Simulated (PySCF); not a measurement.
Two-component Hartree-Fock for Au (gold, neutral)

Start: [Xe] 4f14 5d10 6d1; 6d5/2 filled at m_j = +5/2. Calculated with PySCF 2.14 in x2c-SVPall-2c with one added diffuse shell each of s, d type (8s9p10d2f, 99 functions): generalised Hartree-Fock with the X2C-1e Hamiltonian and a Gaussian nucleus; one run each with spin-orbit coupling (SO) switched off, then screened by Boettger's factors. This is a chosen level, not necessarily the ground level.

```tsv
spinor shell	electrons	ε, spin-free (eV)	ε, screened SO (eV)	weight of nominal j (screened SO)	rms radius, screened SO (bohr)
1s1/2	2	-81175.9	-81145.1	1.000	0.0191
2s1/2	2	-14478.3	-14468.7	1.000	0.0769
2p1/2	2	-12530.1	-13852.2	1.000	0.0651
2p3/2	4	-12530.1	-12010.8	1.000	0.0731
3s1/2	2	-3489.3	-3486.2	1.000	0.196
3p1/2	2	-2915.2	-3209.8	1.000	0.188
3p3/2	4	-2915.2	-2797.2	1.000	0.204
3d3/2	4	-2291.6	-2342.1	1.000	0.180
3d5/2	6	-2291.6	-2255.0	1.000	0.183
4s1/2	2	-797.61	-796.75	1.000	0.432
4p1/2	2	-606.14	-677.54	1.000	0.438
4p3/2	4	-606.14	-577.44	1.000	0.471
4d3/2	4	-371.03	-381.78	1.000	0.487
4d5/2	6	-371.03	-363.06	1.000	0.496
5s1/2	2	-132.25	-132.20	1.000	1.00
4f5/2	6	-108.00	-109.82	1.000	0.544
4f7/2	8	-108.00	-106.06	1.000	0.546
5p1/2	2	-79.361	-90.967	1.000	1.13
5p3/2	4	-79.361	-74.653	1.000	1.17
5d3/2	4	-17.275	-18.432	1.000	1.65
5d5/2	6	-17.275	-16.549	1.000	1.73
6d5/2	1	-1.236	-1.230	1.000	8.38
```

```tsv
quantity	spin-free	screened SO
E (hartree)	-18996.24429	-19025.37526
M_J	5/2	5/2
⟨J²⟩	8.751	8.751
⟨L²⟩	6.001	6.143
⟨S²⟩	0.750	0.892
```

Breit and QED terms are absent; they matter most for the inner s and p1/2 levels.

Densities and radii are taken from the X2C orbitals without a picture-change correction, which distorts them close to the nucleus.

Without spin-orbit coupling the j labels of p, d and f shells carry no meaning; the spin-free column gives the mean over the occupied spinors of each nl shell.
